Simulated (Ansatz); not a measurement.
Reaction (ligand exchange at the Si–O bond): `C=N[SiH2]O[SiH3]` + `B1CN1` → `C=N[SiH2]N1BC1` + silanol

Calculated with Ansatz (gas phase, PBE0-D4/def2-TZVP geometries, no zero-point term in ΔE). CCSD(T)/CBS is the MP2 limit (def2-TZVPP, def2-QZVPP) plus CCSD(T) − MP2 in def2-TZVPP, frozen cores. This one scheme is used for every species. Functionals use def2-TZVPP. Each species was taken in one conformer, which may not be the lowest.

```tsv
level	ΔE (kJ/mol)	difference from CCSD(T)/CBS
PBE-D4	36.8	-3.3
ωB97X-V	42.7	2.6
PBE	38.0	-2.1
PBE0	40.5	0.4
HF/def2-TZVPP	49.5	9.4
SCS-MP2/def2-TZVPP	39.8	-0.3
CCSD/def2-TZVPP	42.0	1.9
SCS-MP2/def2-QZVPP	40.4	0.3
MP2/CBS(def2)	37.4	-2.7
CCSD/CBS(def2)	42.4	2.3
CCSD(T)/CBS	40.1	0
```

Largest T1 diagnostic among the species: 0.014.

In def2-TZVPP, CCSD(T) changes the Hartree–Fock value by −9.8 kJ/mol (the triples alone add −2.3 kJ/mol) and MP2 by −12.5 kJ/mol.
